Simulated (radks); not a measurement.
Q: Ta2+, configuration [Xe] 4f14 5d3 (the NIST ground configuration). All-electron calculation, scalar-relativistic Kohn-Sham, PBEsol, spin-unpolarised, spherical densities, finite nucleus; Fermi nuclear charge, rms radius 5.3507 fm. Program: a radial shooting solver on a logarithmic mesh with Libxc functionals. Some entries of the table are withheld. Estimate them.

| orbital | occ. | eigenvalue (eV) | <r> (bohr) |
|---|---|---|---|
| 1s | 2 | -67337.17 | 0.01867 |
| 2s | 2 | -11583.18 | 0.07898 |
| 2p | 6 | -10156.51 | 0.07058 |
| 3s | 2 | -2665.312 | 0.2049 |
| 3p | 6 | -2240.793 | 0.2049 |
| 3d | 10 | -1744.458 | 0.1857 |
| 4s | 2 | -555.4635 | (1) |
| 4p | 6 | -416.1367 | 0.4878 |
| 4d | 10 | -237.6134 | 0.5232 |
| 5s | 2 | -88.5540 | 1.100 |
| 5p | 6 | -54.9782 | 1.291 |
| 4f | 14 | -40.3008 | (2) |
| 5d | 3 | -18.3253 | 1.980 |

A: 
(1) 4s <r> (bohr): 0.4589
(2) 4f <r> (bohr): 0.6392
